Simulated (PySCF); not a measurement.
C₂H₈FNSi₂, SMILES C=C[Si@@H](F)N[SiH3].

Geometry: B3LYP-D3(BJ)/def2-SVP. The structure was generated by enumeration; whether it is a known compound was not checked. One conformer was computed; it need not be the lowest.

Level of theory: PBE/def2-TZVP (PySCF).

Isolated molecule, no solvent.

Computed frontier levels, gap, dipole moment and polarisability:
| Quantity | Value |
|---|---|
| highest occupied level | -6.56 eV |
| lowest empty level | -1.87 eV |
| orbital gap | 4.69 eV |
| dipole moment | 1.85 D |
| quadrupole, principal values (traceless, Buckingham form, about the centre of nuclear charge) | -6.39, -1.94, 8.33 D·Å |
| mean static polarisability | 82.1 bohr³ (12.17 Å³) |
| polarisability, principal values | 67.5, 88.2, 90.7 bohr³ |
